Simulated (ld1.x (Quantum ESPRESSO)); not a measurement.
# An all-electron radial function and its pseudo partner (bromine)

Columns: radius, all-electron u(r) and pseudo u(r) of the 3p shell (level -174.28 eV) of bromine in the configuration [Ne] 3s2 3p6 3d10 4s1.5 4p5.5; revPBE, scalar-relativistic, TM semilocal scheme, ld1.x (Quantum ESPRESSO) 7.5.

| r (bohr) | all-electron | pseudo |
| --- | --- | --- |
| 0.072 | 0.6990 | -0.0789 |
| 0.145 | 0.5883 | -0.3028 |
| 0.217 | -0.1029 | -0.6181 |
| 0.290 | -0.7820 | -0.9614 |
| 0.362 | -1.2174 | -1.2439 |
| 0.435 | -1.4167 | -1.4094 |
| 0.507 | -1.4384 | -1.4350 |
| 0.580 | -1.3522 | -1.3520 |
| 0.652 | -1.2125 | -1.2125 |
| 0.725 | -1.0502 | -1.0502 |
| 0.798 | -0.8884 | -0.8884 |
| 0.870 | -0.7404 | -0.7404 |
| 0.942 | -0.6092 | -0.6092 |
| 1.015 | -0.4948 | -0.4948 |
| 1.088 | -0.3987 | -0.3987 |
| 1.160 | -0.3203 | -0.3203 |
| 1.232 | -0.2560 | -0.2560 |
| 1.305 | -0.2032 | -0.2032 |
| 1.378 | -0.1607 | -0.1607 |
| 1.450 | -0.1272 | -0.1272 |
| 1.522 | -0.1003 | -0.1003 |
| 1.595 | -0.0788 | -0.0788 |
| 1.668 | -0.0617 | -0.0617 |
| 1.740 | -0.0484 | -0.0484 |
| 1.812 | -0.0379 | -0.0379 |
| 1.885 | -0.0296 | -0.0296 |

Q: How many radial nodes do the two functions have?

A: The all-electron 3p function has n − l − 1 = 1; the pseudo-wave has 0, since the states of the same l below it are removed with the core.

Q: At about which radius was the pseudo-wave matched?

A: 0.65 bohr, where the columns begin to agree (steps of 0.07 bohr).

Q: Is the pseudo-wave norm-conserving?

A: Yes: the TM semilocal scheme keeps the norm inside the radius equal to the all-electron one, which fixes the energy derivative of the logarithmic derivative at the level.
